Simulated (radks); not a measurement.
Excited configurations of Os XLVII: one electron is placed in a higher orbital outside [Ar] 3d10 4s1. The ground configuration is [Ar] 3d10 4s2. All-electron calculation, scalar-relativistic Kohn-Sham, PBE, spin-unpolarised, spherical densities, point nucleus. Program: a radial shooting solver on a logarithmic mesh with Libxc functionals. Excitation = E - E(ground); binding = E(ion) - E, where the ion is the core of charge +47; n* = 47/sqrt(2 binding) in atomic units. These energies are relativistic, and a one-electron ion of charge +47 with no core already has n* below n in this formula (scalar-relativistic equation, point nucleus: 4f 3.994, 5p 4.970, 5d 4.985, 5f 4.992, 6s 5.947, 6p 5.968, 6f 5.991, 7s 6.946, 7p 6.967, 7d 6.983, 7f 6.989).

\begin{tabular}{lrrrr}
outer orbital & excitation (eV) & binding (eV) & n* & eigenvalue (eV) \\ \hline
4f & 580.61 & 1987.0 & 3.889 & -1953.8 \\
5p & 1123.2 & 1444.4 & 4.562 & -1429.3 \\
5d & 1221.5 & 1346.1 & 4.725 & -1330.7 \\
5f & 1305.9 & 1261.7 & 4.881 & -1244.8 \\
6s & 1546.5 & 1021.1 & 5.425 & -1011.0 \\
6p & 1595.6 & 972.04 & 5.561 & -962.25 \\
6f & 1695.7 & 871.88 & 5.871 & -861.83 \\
7s & 1839.1 & 728.46 & 6.423 & -721.71 \\
7p & 1869.0 & 698.63 & 6.559 & -692.04 \\
7d & 1902.2 & 665.39 & 6.721 & -658.86 \\
7f & 1930.0 & 637.65 & 6.865 & -631.02 \\
\end{tabular}

The Delta-SCF ionisation energy is 2567.6 eV (NIST Atomic Spectra Database: 2552 eV, theoretical). Self-interaction in the functional shifts the binding energies and quantum defects, so they are the method's values and not measured ones. Spin polarisation and multiplet splitting are left out, so open shells lie too high by an amount that depends on their filling.

Beside tabulated values, note that spin-unpolarised runs miss the spin-polarisation part of the exchange energy of open shells.
